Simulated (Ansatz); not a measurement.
Geometry optimisation, RKS PBE0-D4/6-31G* in Ansatz.

Input:

```yaml
crystal:
  periodic: [false, false, false]
  atoms:
    - { symbol: B, position_ang: [0.0, 0.0, 0.0] }
    - { symbol: O, position_ang: [0.0, 0.0, 1.76] }
    - { symbol: H, position_ang: [-0.9095, -0.2814, 2.0971] }
    - { symbol: Cl, position_ang: [1.6108, 0.0, -0.93] }
    - { symbol: F, position_ang: [-1.1431, 0.0, -0.66] }
    - { symbol: H, position_ang: [0.3178, 1.3778, 0.4698] }
    - { symbol: H, position_ang: [0.2587, 1.1216, 1.3187] }
basis:
  gaussian: { orbitals: "6-31G*" }
hamiltonian:
  xc: pbe0
  dispersion: d4
relax:
  f_tol: 0.15
  max_steps: 25
  restrain:
    - { distance: [0, 5], at: 2.39, k: 30.0 }
    - { distance: [6, 1], at: 2.21, k: 30.0 }
    - { distance: [0, 1], at: 1.41, k: 30.0 }
    - { distance: [6, 5], at: 0.66, k: 30.0 }
```

Launched with:

```bash
$ ansatz run input.yaml --threads 1 --pin off --max-ram 2048MiB --backend cpu --events-out ev --progress --plain --runs-dir out
```

Task: Where does it end, and by what steps?

Result: It converged. The restraints hold the end off the free minimum; the threshold counts their pulls, which the force column leaves out. Restrained pairs: B1–H6 (1.49 → 2.40 Å), O2–H7 (1.23 → 2.22 Å), B1–O2 (1.76 → 1.37 Å), H6–H7 (0.89 → 0.71 Å). After 9 steps the energy has fallen by 3.530 eV (the restraints' own energy left out); H6 moved furthest, 0.73 Å.

```tsv
step	energy less start (eV)	largest force component (eV/Å)	accepted
0	0.0000	3.598	yes
1	-0.8661	3.295	yes
2	-1.9387	4.033	yes
3	-2.9454	2.020	yes
4	-3.3240	1.380	yes
5	-3.4091	1.389	yes
6	-3.4471	2.284	yes
7	-3.5021	1.061	yes
8	-3.5195	1.259	yes
9	-3.5301	1.147	yes
```

```xyz
7
Properties=species:S:1:pos:R:3
B 0.010 -0.256 0.126
O 0.038 -0.507 1.477
H -0.842 -0.402 1.864
Cl 1.490 -0.441 -0.795
F -1.112 0.069 -0.499
H 0.213 2.076 0.655
H 0.336 1.679 1.228
```

Time of the run: 31 s on 1 thread of Arm Neoverse V1 (shared host), peak memory 0.16 GiB.
